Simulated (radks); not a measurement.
Q: Species: Kr III. Configuration: [Ar] 3d10 4s2 4p4 (the NIST ground configuration). Calculated with a radial shooting solver on a logarithmic mesh with Libxc functionals: Dirac Kohn-Sham, PBE, spin-unpolarised, spherical densities, point nucleus; open shells are shared between the two j in proportion to 2j + 1.

Spin-orbit splittings of the eigenvalues, e(l+1/2) - e(l-1/2), with zeta = 2 splitting/(2l+1) and mean radii in bohr:

| shell | occ. | splitting (eV) | zeta (eV) | <r> j=l-1/2 | <r> j=l+1/2 |
|---|---|---|---|---|---|
| 2p | 6 | ? | ? | 0.1573 | 0.1613 |
| 3p | 6 | 7.923 | 5.282 | 0.5332 | 0.5436 |
| 3d | 10 | 1.306 | 0.5223 | 0.5524 | 0.5562 |
| 4p | 4 | 0.8028 | 0.5352 | 1.717 | 1.748 |

Estimate the 2p splitting.

A: 53.84 eV (zeta = 35.89 eV).
